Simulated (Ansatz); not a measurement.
`NCB(O)Cl` + `[OH][Al-]1([OH])[O]C(C(F)(F)F)=CC(C(F)(F)F)=[O+]1` → `O[B-]1(Cl)OC(C(F)(F)F)=CC(C(F)(F)F)=[O+]1` + `N[CH2][Al]([OH])[OH]`  (redistribution)

Gas-phase electronic energies from Ansatz, PBE0-D4/def2-TZVP geometries. CCSD(T)/CBS is the MP2 limit (def2-TZVPP, def2-QZVPP) plus CCSD(T) − MP2 in def2-TZVPP, frozen cores. Functionals use def2-TZVPP. B3LYP here is the variant with VWN-RPA as its local correlation; programs differ in this. Each species was taken in one conformer, which may not be the lowest.

| level | ΔE (kJ/mol) |
| --- | --- |
| r2SCAN-D4 | 160.1 |
| PBE0-D4 | 153.9 |
| B3LYP-D4 | 163.6 |
| ωB97X-V | 157.6 |
| PBE0 | 154.5 |
| CCSD/def2-TZVPP | 162.6 |
| MP2/def2-QZVPP | 156.5 |
| HF/CBS(def2) | 191.7 |

What does CCSD(T)/CBS give? (Best estimate.)

Ansatz gave: +159.6 kJ/mol. The listed levels differ from it by 0.5, -5.7, 4.0, -2.0, -5.1, 3.0, -3.1, 32.1 kJ/mol.

Largest T1 diagnostic among the species: 0.015.

From PBE to PBE0 (25 % exact exchange), in def2-TZVPP and without D4, ΔE moves by +7.9 kJ/mol. In def2-TZVPP, CCSD(T) changes the Hartree–Fock value by −32.0 kJ/mol (the triples alone add −5.7 kJ/mol) and MP2 by −34.7 kJ/mol.
